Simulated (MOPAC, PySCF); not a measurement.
HBF2, SMILES `FBF`, neutral singlet in the gas phase. 

Z-matrix (Å, degrees):
```
B
F 1 1.3177
F 1 1.3177 2 118.08
H 1 1.1868 2 120.96 3 -180.00
```
Charge 0, spin multiplicity 1.

All levels are single points at this geometry (B3LYP-D3(BJ)/def2-TZVP); Pople sets use spherical d functions. Orbital energies aren't observables, and empty levels follow the basis.

```json
[
 {"level": "B3LYP-D3(BJ)/def2-TZVP in PySCF", "HOMO (eV)": "-10.67", "LUMO (eV)": "-0.66", "gap (eV)": "10.01", "dipole (D)": "0.91", "vertical IE, Delta-SCF (eV)": "14.06"},
 {"level": "PBE-D3(BJ)/def2-TZVP in PySCF", "HOMO (eV)": "-9.13", "LUMO (eV)": "-1.40", "gap (eV)": "7.73", "dipole (D)": "0.78", "vertical IE, Delta-SCF (eV)": "13.52"},
 {"level": "B3LYP/3-21G in PySCF", "HOMO (eV)": "-10.17", "LUMO (eV)": "-0.05", "gap (eV)": "10.12", "dipole (D)": "0.75", "vertical IE, Delta-SCF (eV)": "–"},
 {"level": "B3LYP/6-311+G** in PySCF", "HOMO (eV)": "-10.76", "LUMO (eV)": "-0.87", "gap (eV)": "9.89", "dipole (D)": "1.00", "vertical IE, Delta-SCF (eV)": "–"},
 {"level": "B3LYP/6-31G* in PySCF", "HOMO (eV)": "-10.26", "LUMO (eV)": "0.05", "gap (eV)": "10.31", "dipole (D)": "0.69", "vertical IE, Delta-SCF (eV)": "13.81"},
 {"level": "BP86/6-31G* in PySCF", "HOMO (eV)": "-8.83", "LUMO (eV)": "-0.82", "gap (eV)": "8.01", "dipole (D)": "0.56", "vertical IE, Delta-SCF (eV)": "–"},
 {"level": "PBE/6-31G* in PySCF", "HOMO (eV)": "-8.69", "LUMO (eV)": "-0.76", "gap (eV)": "7.93", "dipole (D)": "0.55", "vertical IE, Delta-SCF (eV)": "13.25"},
 {"level": "HF/6-31G* in PySCF", "HOMO (eV)": "-15.09", "LUMO (eV)": "4.28", "gap (eV)": "19.37", "dipole (D)": "1.03", "vertical IE, Delta-SCF (eV)": "14.10"},
 {"level": "PM7 in MOPAC", "HOMO (eV)": "-12.59", "LUMO (eV)": "-0.44", "gap (eV)": "12.15", "dipole (D)": "1.41", "vertical IE, Delta-SCF (eV)": "–"}
]
```
